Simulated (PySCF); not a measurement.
Spectrum to structure. Method used: TDDFT CAM-B3LYP/def2-SVPD, vertical, gas phase, core orbitals frozen in the response (PySCF). Geometries: GFN2-xTB, one conformer each.

```tsv
state	E (eV)	f	main configurations (H = HOMO, L = LUMO)
S1	5.84	0.0010	H-1→L (49%), H→L (37%)
S2	7.90	0.011	H→L+1 (41%), H→L (15%), H-1→L+1 (15%)
S3	8.07	0.039	H→L (20%), H-1→L+1 (17%), H-2→L (10%)
S4	8.15	0.021	H-2→L+1 (64%)
S5	8.25	0.0065	H-6→L (22%), H-3→L (16%), H-4→L (14%)
S6	8.49	0.033	H→L+3 (31%), H→L+2 (23%), H-1→L+2 (21%)
S7	8.51	0.069	H→L+2 (30%), H-1→L+3 (14%), H-1→L+2 (13%)
S8	8.58	0.027	H→L+1 (22%), H-1→L+1 (14%), H-3→L+1 (13%)
```

Triplets computed (Tamm–Dancoff): 5.29, 6.19, 7.56 eV.

Question: Which structure fits? All have the formula C4H7FO2Si.
A. `O=C(O)[SiH2]/C=C/CF`
B. `O=C(OC1CC1)[SiH2]F`
C. `CC1=C(O[SiH2]O)[C@H]1F`
D. `O=CO[Si@H](F)C1CC1`

Answer: D. Its S1 lies at 5.84 eV; the nearest of the others has S1 at 5.15 eV. S1 is HOMO-1→LUMO (49%), HOMO→LUMO (37%). Löwdin shares by element: HOMO carbon 45% or more, oxygen 26% or more (atoms not listed hold the other 29%); LUMO oxygen 43%, carbon 39% or more, hydrogen 8% or more. At the same level the other candidates give, for their lowest levels:
- `O=C(O)[SiH2]/C=C/CF`: 5.03 eV (f 0.012); 6.85 eV (f 0.395); 6.98 eV (f 0.003); 7.07 eV (f 0.142); 7.22 eV (f 0.054); T1 4.25 eV; HOMO -9.03, LUMO 0.18 eV
- `O=C(OC1CC1)[SiH2]F`: 5.15 eV (f 0.004); 6.71 eV (f 0.118); 7.07 eV (f 0.083); 7.69 eV (f 0.002); 7.78 eV (f 0.006); T1 4.49 eV; HOMO -9.48, LUMO 0.28 eV
- `CC1=C(O[SiH2]O)[C@H]1F`: 6.59 eV (f 0.016); 7.06 eV (f 0.121); 7.22 eV (f 0.059); 7.34 eV (f 0.061); 7.55 eV (f 0.003); T1 5.01 eV; HOMO -8.63, LUMO 0.92 eV

Shape of the structure used: `[O:1]=[CH:2][O:3][Si@H:4]([F:5])[CH:6]1[CH2:7][CH2:8]1`: O1–C2–O3–Si4 1°, C2–O3–Si4–F5 179°, O3–Si4–C6–C7 169°.
